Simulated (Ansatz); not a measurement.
Consider the substitution at a C–Al bond: `C[CH2][AlH][SiH3]` + `[OH][GaH2]` → `CC[O][GaH2]` + `[AlH2][SiH3]`.

Computed with Ansatz on PBE0-D4/def2-TZVP structures; ΔE is electronic, products minus reactants. CCSD(T)/CBS is the MP2 limit (def2-TZVPP, def2-QZVPP) plus CCSD(T) − MP2 in def2-TZVPP, frozen cores. This one scheme is used for every species. For Ga outer-core shells are correlated without core-valence functions, which leaves a few kJ/mol of doubt a bond. Scalar relativity is left out up to krypton. One conformer a species, not always the lowest.

| level | ΔE (kJ/mol) |
| --- | --- |
| MP2/def2-QZVPP | 87.0 |
| SCS-MP2/def2-QZVPP | 80.1 |

Question: What does CCSD(T)/CBS give? (Best estimate.)

Answer: The calculation gave: +80.2 kJ/mol. The listed levels differ from it by 6.8, -0.1 kJ/mol.

Largest T1 diagnostic among the species: 0.015.

In def2-TZVPP, CCSD(T) changes the Hartree–Fock value by +14.5 kJ/mol (the triples alone add +1.1 kJ/mol) and MP2 by +22.6 kJ/mol.
